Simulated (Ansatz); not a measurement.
Geometry optimisation, Ansatz 0.2.0, RKS B3LYP/def2-mTZVP.

Input:

```yaml
crystal:
  periodic: [false, false, false]
  atoms:
    - { symbol: B, position_ang: [-0.33889, 1.62771, 0.07705] }
    - { symbol: C, position_ang: [0.51162, 0.67605, -0.47641] }
    - { symbol: O, position_ang: [0.655, -0.68935, -0.36601] }
    - { symbol: B, position_ang: [-0.15832, -1.48947, 0.30491] }
    - { symbol: H, position_ang: [-0.95899, 2.51086, 0.45828] }
    - { symbol: H, position_ang: [1.26649, 1.07583, -1.16254] }
    - { symbol: H, position_ang: [0.13939, -2.62382, 0.29353] }
    - { symbol: H, position_ang: [-1.1163, -1.08781, 0.87119] }
basis:
  gaussian: { orbitals: def2-mTZVP }
hamiltonian:
  xc: b3lyp
relax:
  f_tol: 0.02
  max_steps: 50
output:
  orbitals: {}
```

Launched with:

```bash
$ ansatz run input.yaml --threads 2 --pin off --max-ram 3072MiB --backend cpu --events-out ev --progress --plain --runs-dir out
```

**Question.** Where does it end, and by what steps?

**Answer.** It converged. After 8 steps the energy has fallen by 0.051 eV; H5 moved furthest, 0.17 Å.

| step | energy less start (eV) | largest force component (eV/Å) | accepted |
| --- | --- | --- | --- |
| 0 | 0.0000 | 0.685 | yes |
| 1 | -0.0375 | 0.263 | yes |
| 2 | -0.0439 | 0.154 | yes |
| 3 | -0.0470 | 0.137 | yes |
| 4 | -0.0470 | 0.197 | no |
| 5 | -0.0498 | 0.028 | yes |
| 6 | -0.0505 | 0.026 | yes |
| 7 | -0.0505 | 0.068 | no |
| 8 | -0.0506 | 0.012 | yes |

```xyz
8
Properties=species:S:1:pos:R:3
B -0.346 1.554 0.077
C 0.562 0.680 -0.517
O 0.698 -0.701 -0.418
B -0.157 -1.458 0.303
H -1.046 2.377 0.520
H 1.314 1.113 -1.176
H 0.050 -2.627 0.339
H -1.075 -0.937 0.873
```

Whether the end is a true minimum wasn't checked by a vibrational analysis.

Run time: 18 s on 2 threads of Arm Neoverse V1, with other jobs on the host, peak memory 0.16 GiB.
